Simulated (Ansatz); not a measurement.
Cost and result for the atomization energy of CH3F3SSn, SMILES `C[S][Sn]([F])([F])[F]` (9 atoms, 8 bonds).

```csv
atom,x (Å),y (Å),z (Å)
C1,0.132,1.573,-0.516
S2,1.110,0.652,0.719
Sn3,0.001,-1.404,0.567
F4,-1.844,-1.310,0.995
F5,0.732,-2.745,1.681
F6,-0.015,-2.117,-1.191
H7,0.211,1.123,-1.503
H8,-0.909,1.664,-0.211
H9,0.582,2.565,-0.542
```

Charge 0, multiplicity 1. Correlated methods include outer-core shells of Sn, which these sets cover unevenly. Sn takes the def2 core potential. The structure was optimised at the PBE0-D4/def2-TZVP level. It is one conformer, not always the lowest. Program: Ansatz. All runs use 4 threads of an Intel Xeon Platinum 8259CL on a shared host. Times are those of one run each, without the atoms' runs, and a repeat can differ threefold. Electronic energies, without spin–orbit coupling; frozen cores. CCSD(T)/CBS adds CCSD(T) − MP2 in def2-TZVPP to the MP2 limit, and its time is that of the two runs behind it. T1 = 0.014. With those shells the extrapolation isn't a true limit. B3LYP takes the VWN-RPA correlation (the form of Gaussian; ORCA's B3LYP/G).

CCSD(T)/CBS is a level of theory with its own doubt, some kJ/mol a heavy atom from the limit and from the frozen cores, so smaller differences don't rank the functionals.

| level | functions | wall time | atomization (kcal/mol) | difference from CCSD(T)/CBS | per bond |
| --- | --- | --- | --- | --- | --- |
| LDA (SPW92)/def2-TZVPP | 258 | 1.9 s | 881.4 | 119.7 | 15.0 |
| PBE-D4/def2-TZVPP (with forces) | 258 | 3 s | 774.0 | 12.3 | 1.5 |
| BHLYP-D4/def2-TZVPP | 258 | 4.9 s | 713.4 | -48.3 | -6.0 |
| B3LYP-D4/def2-TZVPP (with forces) | 258 | 6.5 s | 746.3 | -15.4 | -1.9 |
| r2SCAN-D4/def2-TZVPP (with forces) | 258 | 7 s | 757.2 | -4.5 | -0.6 |
| B97M-V/def2-TZVPP | 258 | 7.5 s | 762.5 | 0.8 | 0.1 |
| PBE-QIDH/def2-TZVPP | 258 | 8.5 s | 742.4 | -19.3 | -2.4 |
| B2PLYP/def2-TZVPP | 258 | 9 s | 741.5 | -20.2 | -2.5 |
| ωB97X-V/def2-TZVPP | 258 | 11 s | 758.9 | -2.8 | -0.4 |
| CCSD(T)/def2-SVP | 115 | 12 s | 692.5 | -69.2 | -8.7 |
| MP2/def2-QZVPP | 470 | 22 s | 773.7 | 12.0 | 1.5 |
| CCSD(T)/def2-TZVPP | 258 | 4.9 min | 731.4 | -30.3 | -3.8 |
| CCSD(T)/CBS(def2) | – | 5.3 min | 761.7 | 0.0 | 0.0 |

From PBE to PBE0 (25 % exact exchange), in def2-TZVPP and without D4, the atomization energy moves by −25.2 kcal/mol: exact exchange takes away binding that semilocal exchange gives to molecules. The D4 term adds +8.6 kcal/mol with B3LYP and +4.5 kcal/mol with PBE0; it sums over pairs of atoms, weighted by their polarisabilities, and B3LYP, whose exchange is more repulsive, gets the larger term. At CCSD(T), def2-SVP lies −69.2 kcal/mol from the extrapolated value and def2-TZVPP −30.3 kcal/mol: correlation converges slowly with the basis, and small sets miss more of it in the bonded molecule than in its fragments.

Spin–orbit coupling would lower the free Sn atoms strongly, and the atomization energy with them, by more than many differences here. For some Ge, Se and Sn compounds the MP2-based and the directly extrapolated limit differ by 10 to 25 kJ/mol.
